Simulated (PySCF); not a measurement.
GeF₂ClBr, SMILES [F][Ge]([F])([Cl])[Br]. Geometry: TPSSh-D3(BJ)/def2-SVP.

Level of theory: PySCF with TPSSh-D3(BJ)/def2-SVP.

Harmonic wavenumbers (cm⁻¹): 113, 148, 180, 214, 231, 331, 457, 732, 759. Rotational constants (GHz): 2.372, 1.099, 0.9533; symmetry number 1.

Task: Work out the zero-point energy and the ideal-gas rigid-rotor harmonic-oscillator thermochemistry at 298.15 K and 1 atm.

Result: ZPE = ½ Σ hcν = ½ × 3164 cm⁻¹ = 18.92 kJ/mol. H − E(el) = 38.91 kJ/mol. Entropy in J/(mol K): translation 176.35, rotation 122.38, vibration 61.39, total 360.12. G − E(el) = -68.46 kJ/mol. Cp = 90.89 J/(mol K). Modes under 150 cm⁻¹ make the vibrational entropy uncertain.
